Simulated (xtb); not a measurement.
xtb input (GFN1-xTB):

```bash
xtb mol.xyz --gfn 1 --sp --chrg 0 --uhf 0
```
mol.xyz:
```
5

Cl    -0.29714380    -1.30658273     1.92445791
Si    -0.03883647    -0.17076939     0.25152521
Br    -1.66662566    -0.59811479    -1.17584038
Br     1.90571528    -0.66301125    -0.66831753
Br    -0.07922805     1.96405969     0.80881112
```

End of the output:

```
         :::::::::::::::::::::::::::::::::::::::::::::::::::::
         ::                     SUMMARY                     ::
         :::::::::::::::::::::::::::::::::::::::::::::::::::::
         :: total energy             -17.984208957941 Eh    ::
         :: gradient norm              0.043561252788 Eh/a0 ::
         :: HOMO-LUMO gap              6.210080719426 eV    ::
         ::.................................................::
         :: SCC energy               -18.050288739175 Eh    ::
         :: -> electrostatic           0.005235900481 Eh    ::
         :: repulsion energy           0.069804341918 Eh    ::
         :: dispersion energy         -0.003724560684 Eh    ::
         :: halogen bond corr.         0.000000000000 Eh    ::
         :: add. restraining           0.000000000000 Eh    ::
         :: total charge              -0.000000000000 e     ::
         :::::::::::::::::::::::::::::::::::::::::::::::::::::

           -------------------------------------------------
          |                Property Printout                |
           -------------------------------------------------

    * Orbital Energies and Occupations

         #    Occupation            Energy/Eh            Energy/eV
      -------------------------------------------------------------
         1        2.0000           -0.9076897             -24.6995
       ...           ...                  ...                  ...
         4        2.0000           -0.7096402             -19.3103
         5        2.0000           -0.5772813             -15.7086
         6        2.0000           -0.4904775             -13.3466
         7        2.0000           -0.4899926             -13.3334
         8        2.0000           -0.4899926             -13.3334
         9        2.0000           -0.4704840             -12.8025
        10        2.0000           -0.4704840             -12.8025
        11        2.0000           -0.4498076             -12.2399
        12        2.0000           -0.4498076             -12.2399
        13        2.0000           -0.4498028             -12.2398
        14        2.0000           -0.4383283             -11.9275
        15        2.0000           -0.4383283             -11.9275
        16        2.0000           -0.4342269             -11.8159 (HOMO)
        17                         -0.2060106              -5.6058 (LUMO)
Note: The following floating-point exceptions are signalling: IEEE_DENORMAL
normal termination of xtb
        18                         -0.1781377              -4.8474
        19                         -0.1781377              -4.8474
        20                         -0.1750334              -4.7629
        21                         -0.1127657              -3.0685
        22                         -0.1127657              -3.0685
        23                         -0.1002068              -2.7268
        24                         -0.0979546              -2.6655
        25                         -0.0979546              -2.6655
        26                         -0.0853232              -2.3218
        27                         -0.0852582              -2.3200
       ...                                ...                  ...
        45                          1.0670463              29.0358
      -------------------------------------------------------------
                  HL-Gap            0.2282163 Eh            6.2101 eV
             Fermi-level           -0.3201188 Eh           -8.7109 eV

  Mulliken/CM5 charges         n(s)   n(p)   n(d)
     1Cl   -0.13697 -0.09410   1.890  5.258 -0.011
     2Si    0.37960  0.15037   1.082  1.370  1.168
     3Br   -0.08088 -0.01876   1.911  5.186 -0.016
     4Br   -0.08088 -0.01876   1.911  5.186 -0.016
     5Br   -0.08088 -0.01876   1.911  5.186 -0.016

Wiberg/Mayer (AO) data.
largest (>0.10) Wiberg bond orders for each atom

 ---------------------------------------------------------------------------
     #   Z sym  total        # sym  WBO       # sym  WBO       # sym  WBO
 ---------------------------------------------------------------------------
     1  17 Cl   1.392 --     2 Si   1.290
     2  14 Si   5.156 --     1 Cl   1.290     4 Br   1.289     3 Br   1.289
                             5 Br   1.289
     3  35 Br   1.403 --     2 Si   1.289
     4  35 Br   1.403 --     2 Si   1.289
     5  35 Br   1.403 --     2 Si   1.289
 ---------------------------------------------------------------------------

Topologies differ in total number of bonds
Writing topology from bond orders to xtbtopo.mol

 dipole moment from electron density (au)
     X       Y       Z
   0.0033   0.0144  -0.0212  total (Debye):    0.066

           -------------------------------------------------
          | TOTAL ENERGY              -17.984208957941 Eh   |
          | GRADIENT NORM               0.043561252788 Eh/α |
          | HOMO-LUMO GAP               6.210080719426 eV   |
           -------------------------------------------------

------------------------------------------------------------------------
------------------------------------------------------------------------
 total:
 SCF:
```
